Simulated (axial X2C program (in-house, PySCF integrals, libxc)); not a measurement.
**Working with the constants of GaH**

A bond curve at the PBE0 level, two-component, was computed with an axial X2C code built on PySCF integrals (basis Ga dyall-cv3z [9s9p7d4f1g], H dyall-v3z [6s2p1d] (cores contracted in-house)) for the state Ω = 0 (closed shell). Its fit gives Re = 1.6746 Å, ωe = 1578.8 cm⁻¹, ωexe = 25.2 cm⁻¹ and αe = 1.772e-01 cm⁻¹; the masses are 68.9256 and 1.0078 u. Two-component means X2C with spin–orbit coupling and atomic mean-field Coulomb and Gaunt terms.

(1) Find the reduced mass, Be and the force constant.

(2) The dipole moment p changes by 4.48 D/Å at Re. What harmonic infrared intensity follows?

(3) Give B0, the J = 1←0 line in GHz and the most populated J at 300 K (kT = 208.5 cm⁻¹).

(4) Scale the constants to the deuteride (D 2.0141 u) within the Born–Oppenheimer picture.

(5) A Morse curve ties αe to the other constants (Pekeris). How well does that hold?

One determinant describes the state; a PBE0 search over occupations chose it and may have missed a lower one.

Answers

(1) From the PBE0 values: μ = 0.9933 u. Be = 16.8576/(μ Re²) = 6.052 cm⁻¹. k = 5.8918×10⁻⁷ μ ωe² = 1.46 mdyn/Å.

(2) I = 42.256 × (dp/dR)²/μ = 850 km/mol.

(3) B0 = Be − αe/2 = 5.963 cm⁻¹; 2B0 = 357.6 GHz; J(max) ≈ √(kT/2B0) − 1/2 = 3.7, so J = 4.

(4) ρ = √(μH/μD) = 0.7124; ωe = 1124.8, ωexe = 12.8, Be = 3.072 cm⁻¹; the zero-point energy falls by 224 cm⁻¹.

(5) αe(Morse) = 6Be²/ωe × (√(ωexe/Be) − 1) = 1.448e-01 cm⁻¹; the PBE0 curve gives 1.772e-01 cm⁻¹, a ratio of 0.82.
